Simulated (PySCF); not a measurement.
# Electron correlation in Zn⁺ (zinc, charge +1)

[Ar] 3d10 4s1, 2S determinant. All numbers are calculated (PySCF 2.14, the spin-free X2C one-electron Hamiltonian (Gaussian nucleus), in x2c-TZVPPall with one added diffuse shell each of s, p, d, f type (7s6p5d3f1g, 80 functions)). Frozen: [Ar]; 11 electrons correlated.

| level | correlation energy (mhartree) |
| --- | --- |
| CCSD | -414.58 |
| (T) | -12.05 |
| CCSD(T) | -426.63 |

Diagnostics: T1 = 0.012, D1 = 0.0351, largest double amplitude 0.017.

Cost of the coupled-cluster step: of the order of 18 core-seconds, for 11 correlated electrons.

Iterations:

```
CC2 = 0
CCSD nocc = (np.int64(6), np.int64(5)), nmo = (71, 71)
frozen orbitals [[0, 1, 2, 3, 4, 5, 6, 7, 8], [0, 1, 2, 3, 4, 5, 6, 7, 8]]
max_cycle = 100
direct = 0
conv_tol = 1e-08
conv_tol_normt = 1e-06
diis_space = 8
diis_start_cycle = 0
Init t2, MP2 energy = -0.457959479443549
Init E_corr(UCCSD) = -0.457959479465683
cycle = 1  E_corr(UCCSD) = -0.400573718709134  dE = 0.0573857608  norm(t1,t2) = 0.0790619
cycle = 2  E_corr(UCCSD) = -0.418004277466293  dE = -0.0174305588  norm(t1,t2) = 0.0321525
cycle = 3  E_corr(UCCSD) = -0.414494344361567  dE = 0.0035099331  norm(t1,t2) = 0.0171459
cycle = 4  E_corr(UCCSD) = -0.414361078849486  dE = 0.000133265512  norm(t1,t2) = 0.0027085
cycle = 5  E_corr(UCCSD) = -0.41456989343946  dE = -0.00020881459  norm(t1,t2) = 0.000549733
cycle = 6  E_corr(UCCSD) = -0.41458686481532  dE = -1.69713759e-05  norm(t1,t2) = 0.000101497
cycle = 7  E_corr(UCCSD) = -0.414580627911332  dE = 6.23690399e-06  norm(t1,t2) = 3.9955e-05
cycle = 8  E_corr(UCCSD) = -0.414579828468884  dE = 7.99442448e-07  norm(t1,t2) = 9.10402e-06
cycle = 9  E_corr(UCCSD) = -0.414580409506011  dE = -5.81037127e-07  norm(t1,t2) = 2.29433e-06
cycle = 10  E_corr(UCCSD) = -0.41458048092097  dE = -7.14149597e-08  norm(t1,t2) = 3.80907e-07
cycle = 11  E_corr(UCCSD) = -0.414580474519746  dE = 6.40122477e-09  norm(t1,t2) = 8.73015e-08
UCCSD converged
E(UCCSD) = -1794.382687422626  E_corr = -0.4145804745197456
UCCSD(T) correction = -0.0120461024401342
```
